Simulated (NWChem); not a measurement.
The numbers come from NWChem runs, not from measurements. System: disilylmethane (CH8Si2), charge 0, spin multiplicity 1, at a geometry optimised with PBE0/def2-SVP. Level: MP2/def2-TZVP, 11 core orbitals frozen.

Job file:

```
start mol
memory heap 200 mb stack 900 mb global 1100 mb
geometry units angstroms nocenter noautoz
  Si    -1.595063     0.000000     0.181922
  C      0.000000     0.000000    -0.819250
  Si     1.595063     0.000000     0.181922
  H     -2.788234     0.000000    -0.719950
  H     -1.663337    -1.212437     1.054581
  H     -1.663337     1.212437     1.054581
  H      0.000000     0.885490    -1.478376
  H      0.000000    -0.885490    -1.478376
  H      1.663337    -1.212437     1.054581
  H      1.663337     1.212437     1.054581
  H      2.788234     0.000000    -0.719950
  symmetry group C2v
end
basis spherical
  * library def2-tzvp
end
scf
  rhf
  nopen 0
  maxiter 100
  thresh 1e-7
  semidirect memsize 60000000 filesize 0
end
mp2
  freeze core 11
end
task mp2 energy
```

NWChem printed:

```
             Northwest Computational Chemistry Package (NWChem) 7.3.0
             --------------------------------------------------------

                                NWChem Input Module
                                -------------------

 Scaling coordinates for geometry "geometry" by  1.889725989
 (inverse scale =  0.529177249)

 Turning off AUTOSYM since
 SYMMETRY directive was detected!

                             Geometry "geometry" -> ""
                             -------------------------

 Output coordinates in angstroms (scale by  1.889725989 to convert to a.u.)

  No.       Tag          Charge          X              Y              Z
 ---- ---------------- ---------- -------------- -------------- --------------
    1 Si                  14.0000    -1.59506300     0.00000000     0.18192200
    2 C                    6.0000     0.00000000     0.00000000    -0.81925000
    3 Si                  14.0000     1.59506300     0.00000000     0.18192200
    4 H                    1.0000    -2.78823400     0.00000000    -0.71995000
    5 H                    1.0000    -1.66333700    -1.21243700     1.05458100
    6 H                    1.0000    -1.66333700     1.21243700     1.05458100
    7 H                    1.0000     0.00000000     0.88549000    -1.47837600
    8 H                    1.0000     0.00000000    -0.88549000    -1.47837600
    9 H                    1.0000     1.66333700    -1.21243700     1.05458100
   10 H                    1.0000     1.66333700     1.21243700     1.05458100
   11 H                    1.0000     2.78823400     0.00000000    -0.71995000

 Effective nuclear repulsion energy (a.u.)     150.3009345916

            Nuclear Dipole moment (a.u.)
            ----------------------------
        X                 Y               Z
 ---------------- ---------------- ----------------
     0.0000000000     0.0000000000    -0.0000226767

      Symmetry information
      --------------------

 Group name             C2v
 Group number             16
 Group order               4
 No. of unique centers     5

      Symmetry unique atoms

     1    2    4    5    7


 Summary of "ao basis" -> "" (spherical)
 ------------------------------------------------------------------------------
       Tag                 Description            Shells   Functions and Types
 ---------------- ------------------------------  ------  ---------------------
 *                         def2-tzvp                  on all atoms

 Summary of "ao basis" -> "ao basis" (spherical)
 ------------------------------------------------------------------------------
       Tag                 Description            Shells   Functions and Types
 ---------------- ------------------------------  ------  ---------------------
 Si                        def2-tzvp                13       37   5s5p2d1f
 C                         def2-tzvp                11       31   5s3p2d1f
 H                         def2-tzvp                 4        6   3s1p

                                 NWChem SCF Module
                                 -----------------

  ao basis        = "ao basis"
  functions       =   153
  atoms           =    11
  closed shells   =    21
  open shells     =     0
  charge          =   0.00
  wavefunction    = RHF
  use symmetry    = T
  symmetry adapt  = T

 Summary of "ao basis" -> "ao basis" (spherical)
 ------------------------------------------------------------------------------
       Tag                 Description            Shells   Functions and Types
 ---------------- ------------------------------  ------  ---------------------
 Si                        def2-tzvp                13       37   5s5p2d1f
 C                         def2-tzvp                11       31   5s3p2d1f
 H                         def2-tzvp                 4        6   3s1p

      Symmetry analysis of basis
      --------------------------

        a1         55
        a2         23
        b1         44
        b2         31

 Forming initial guess at       0.1s

      Superposition of Atomic Density Guess
      -------------------------------------

 Sum of atomic energies:        -619.34062280

      Non-variational initial energy
      ------------------------------

 Total energy =    -620.695030
 1-e energy   =   -1154.097907
 2-e energy   =     383.101942
 HOMO         =      -0.366547
 LUMO         =       0.030404

      Symmetry analysis of molecular orbitals - initial
      -------------------------------------------------

  Numbering of irreducible representations:

     1 a1          2 a2          3 b1          4 b2

  Orbital symmetries:

     1 a1          2 b1          3 a1          4 a1          5 b1
     6 a1          7 b1          8 a1          9 b2         10 b1
    11 a2         12 a1         13 b1         14 a1         15 b2
    16 a1         17 b1         18 a2         19 b2         20 a1
    21 b1         22 a1         23 a1         24 a2         25 a1
    26 b1         27 b2         28 b1         29 b2         30 a1
    31 b1

 Starting SCF solution at       1.5s

 ----------------------------------------------
         Quadratically convergent ROHF

 Convergence threshold     :          1.000E-07
 Maximum no. of iterations :          100
 Final Fock-matrix accuracy:          1.000E-09
 ----------------------------------------------

              iter       energy          gnorm     gmax       time
             ----- ------------------- --------- --------- --------
                 1     -620.3817318699  6.23D-01  1.24D-01      1.6
                 2     -620.4228491027  1.89D-01  4.99D-02      1.7
[...]
                 5     -620.4276030293  7.88D-09  2.36D-09      3.2

       Final RHF  results
       ------------------

         Total SCF energy =   -620.427603029280
      One-electron energy =  -1157.186550979711
      Two-electron energy =    386.458013358782
 Nuclear repulsion energy =    150.300934591648

        Time for solution =      1.7s

       Symmetry analysis of molecular orbitals - final
       -----------------------------------------------

  Numbering of irreducible representations:

     1 a1          2 a2          3 b1          4 b2

  Orbital symmetries:

     1 a1          2 b1          3 a1          4 a1          5 b1
     6 a2          7 b2          8 b1          9 a1         10 a1
    11 b1         12 a1         13 b1         14 a1         15 b2
    16 a1         17 b1         18 a2         19 b2         20 a1
    21 b1         22 a1         23 a1         24 b1         25 b2
    26 a2         27 a1         28 b1         29 a1         30 b2
    31 b1

             Final eigenvalues
             -----------------

              1
    1  -68.7719
    2  -68.7719
    3  -11.2149
    4   -6.1214
    5   -6.1214
    6   -4.2277
    7   -4.2277
    8   -4.2277
    9   -4.2277
   10   -4.2275
   11   -4.2275
   12   -0.9520
   13   -0.7118
   14   -0.6884
   15   -0.5809
   16   -0.5189
   17   -0.4830
   18   -0.4733
   19   -0.4711
   20   -0.4539
   21   -0.4345
   22    0.1075
   23    0.1431
   24    0.1536
   25    0.1545
   26    0.1573
   27    0.1649
   28    0.1742
   29    0.2020
   30    0.2097
   31    0.2376

                       ROHF Final Molecular Orbital Analysis
                       -------------------------------------

 Vector   19  Occ=2.000000D+00  E=-4.710936D-01  Symmetry=b2
              MO Center= -1.7D-14, -2.5D-12,  5.7D-01, r^2= 4.9D+00
   Bfn.  Coefficient  Atom+Function         Bfn.  Coefficient  Atom+Function
  ----- ------------  ---------------      ----- ------------  ---------------
    16      0.191436   1 Si py               84      0.191436   3 Si py
   113     -0.152114   5 H  s               119      0.152114   6 H  s
   137     -0.152114   9 H  s               143      0.152114  10 H  s

 Vector   20  Occ=2.000000D+00  E=-4.539462D-01  Symmetry=a1
              MO Center=  9.6D-12,  2.6D-12, -2.3D-02, r^2= 4.8D+00
   Bfn.  Coefficient  Atom+Function         Bfn.  Coefficient  Atom+Function
  ----- ------------  ---------------      ----- ------------  ---------------
    45      0.204375   2 C  pz               48      0.199076   2 C  pz
    17     -0.185538   1 Si pz               85     -0.185538   3 Si pz

 Vector   21  Occ=2.000000D+00  E=-4.345393D-01  Symmetry=b1
              MO Center= -9.8D-12,  1.9D-15, -5.4D-01, r^2= 4.1D+00
   Bfn.  Coefficient  Atom+Function         Bfn.  Coefficient  Atom+Function
  ----- ------------  ---------------      ----- ------------  ---------------
    43      0.266643   2 C  px               46      0.263696   2 C  px
    15     -0.208413   1 Si px               83     -0.208413   3 Si px
    49      0.157689   2 C  px

 Vector   22  Occ=0.000000D+00  E= 1.074553D-01  Symmetry=a1
              MO Center= -9.9D-14, -1.1D-14, -2.5D-01, r^2= 9.7D+00
   Bfn.  Coefficient  Atom+Function         Bfn.  Coefficient  Atom+Function
  ----- ------------  ---------------      ----- ------------  ---------------
    42      4.890744   2 C  s               126     -1.056565   7 H  s
   132     -1.056565   8 H  s                18     -1.013424   1 Si px
    86      1.013424   3 Si px                5     -0.962641   1 Si s
    73     -0.962641   3 Si s                20      0.906233   1 Si pz
    88      0.906233   3 Si pz              114     -0.314397   5 H  s

 Vector   23  Occ=0.000000D+00  E= 1.430789D-01  Symmetry=a1
              MO Center=  3.7D-13, -4.8D-14,  7.6D-01, r^2= 6.2D+00
   Bfn.  Coefficient  Atom+Function         Bfn.  Coefficient  Atom+Function
  ----- ------------  ---------------      ----- ------------  ---------------
   108      1.198816   4 H  s               150      1.198816  11 H  s
    20      0.929088   1 Si pz               88      0.929088   3 Si pz
    18      0.763919   1 Si px               86     -0.763919   3 Si px
    51     -0.710704   2 C  pz                5     -0.354570   1 Si s
    73     -0.354570   3 Si s               114     -0.264366   5 H  s

 Vector   24  Occ=0.000000D+00  E= 1.536363D-01  Symmetry=b1
              MO Center=  7.4D-14, -5.7D-16,  1.0D+00, r^2= 1.3D+01
   Bfn.  Coefficient  Atom+Function         Bfn.  Coefficient  Atom+Function
  ----- ------------  ---------------      ----- ------------  ---------------
     5      2.538726   1 Si s                73     -2.538726   3 Si s
    49      2.025999   2 C  px               18      1.917405   1 Si px
    86      1.917405   3 Si px               20     -0.974731   1 Si pz
    88      0.974731   3 Si pz               46      0.373929   2 C  px
    30      0.254611   1 Si d  2             98     -0.254611   3 Si d  2

 center of mass
 --------------
 x =   0.00000000 y =   0.00000000 z =   0.00418918

 moments of inertia (a.u.)
 ------------------
          97.652609334575           0.000000000000           0.000000000000
           0.000000000000         675.009091391511           0.000000000000
           0.000000000000           0.000000000000         630.968735965586

  Mulliken analysis of the total density
  --------------------------------------

    Atom       Charge   Shell Charges
 -----------   ------   -------------------------------------------------------
    1 Si  14    13.69   2.00  0.58  1.39  0.79  0.44  4.12  1.73  0.53  1.41  0.32  0.14  0.20  0.03
    2 C    6     6.55   0.85  1.12  0.45  0.74  0.03  1.24  1.59  0.47  0.01  0.04  0.00
    3 Si  14    13.69   2.00  0.58  1.39  0.79  0.44  4.12  1.73  0.53  1.41  0.32  0.14  0.20  0.03
    4 H    1     1.06   0.24  0.56  0.25  0.01
    5 H    1     1.06   0.24  0.57  0.24  0.01
    6 H    1     1.06   0.24  0.57  0.24  0.01
    7 H    1     0.87   0.26  0.48  0.10  0.02
    8 H    1     0.87   0.26  0.48  0.10  0.02
    9 H    1     1.06   0.24  0.57  0.24  0.01
   10 H    1     1.06   0.24  0.57  0.24  0.01
   11 H    1     1.06   0.24  0.56  0.25  0.01

       Multipole analysis of the density wrt the origin
       ------------------------------------------------

     L   x y z        total         open         nuclear
     -   - - -        -----         ----         -------
     0   0 0 0      0.000000      0.000000     42.000000

     1   1 0 0     -0.000000      0.000000      0.000000
     1   0 1 0      0.000000      0.000000      0.000000
     1   0 0 1     -0.336751      0.000000     -0.000023

     2   2 0 0    -30.504971      0.000000    349.441445
     2   1 1 0      0.000000      0.000000      0.000000
     2   1 0 1     -0.000000      0.000000      0.000000
     2   0 2 0    -28.369406      0.000000     26.597998
     2   0 1 1      0.000000      0.000000      0.000000
     2   0 0 2    -28.408916      0.000000     52.887863

                   NWChem MP2 Semi-direct Energy/Gradient Module
                   ---------------------------------------------

  Basis functions       =    153
  Molecular orbitals    =    153
  Frozen core           =     11
  Frozen virtuals       =      0
  Active alpha occupied =     10
  Active beta occupied  =     10
  Active alpha virtual  =    132
  Active beta virtual   =    132
  Use MO symmetry       = T
  Use skeleton AO sym   = T

  AO/Fock/Back tols     =   1.0D-09  1.0D-09  1.0D-09

 GA uses MA = F    GA memory limited = T

 Available:
  local mem=  1.26D+08
 global mem=  1.44D+08
 local disk=  0.00D+00
  mp2_memr nvloc                   132
  nvloc new                   132
   1 passes of  10:        5242880                     113727                  51082086.
   1 passes of  10: M    126148123           G      144132382           F     120905243.

 Semi-direct pass number   1 of   1  for RHF alpha+beta  at        3.3s
  vrange nnbf                 11373
  mp2_eaftype                   194  avail_ma_in_mb                  1099
 EAF : mp2_eaftype filesize         194   25541043.
  mp2_eaf for mointskh                    194
Node 0 wrote    120.1 Mb in      0.0 s     Agg I/O rate:  4816.1 Mb/s
 Done moints_semi at       11.1s
  mp2_eaftype                   194  avail_ma_in_mb                   905
 EAF : mp2_eaftype filesize         194   25541043.
  mp2_eaf for kh                   194
 Done maket at       11.4s
 Done multipass loop at       11.4s

          -------------------------------------------
          SCF energy                -620.427603029280
          Correlation energy          -0.416002233721
          Singlet pairs               -0.306450372269
          Triplet pairs               -0.109551861452
          Total MP2 energy          -620.843605263001
          -------------------------------------------

          ---------------------------------------------------
                    Spin Component Scaled (SCS) MP2
          Same spin pairs                     -0.073034574301
          Same spin scaling factor             0.333333333333
          Opposite spin pairs                 -0.342967659420
          Opposite spin scaling fact.          1.200000000000
          SCS-MP2 correlation energy          -0.435906049404
          Total SCS-MP2 energy              -620.863509078685
          ---------------------------------------------------

 -----------------------
 Performance information
 -----------------------

 Timer overhead =  1.47D-07 seconds/call

               Nr. of calls         CPU time (s)                 Wall time (s)                GFlops
             ---------------    -------------------     ------------------------------   -------------------
Name         Min   Avg   Max    Min     Avg     Max     Min     Avg     Max   Mx/calls   Min     Max     Sum
mp2: moin     1     1     1    7.8     7.8     7.8      7.8     7.8     7.8     7.8      0.0     0.0     0.0
mp2: make     1     1     1   0.28    0.28    0.28     0.28    0.28    0.28    0.28      0.0     0.0     0.0
mp2: tota     1     1     1    8.1     8.1     8.1      8.1     8.1     8.1     8.1      0.0     0.0     0.0

 The average no. of pstat calls per process was 3.00D+00
 with a timing overhead of 4.42D-07s

 Task  times  cpu:       11.4s     wall:       11.4s

 Total times  cpu:       11.4s     wall:       11.4s
```
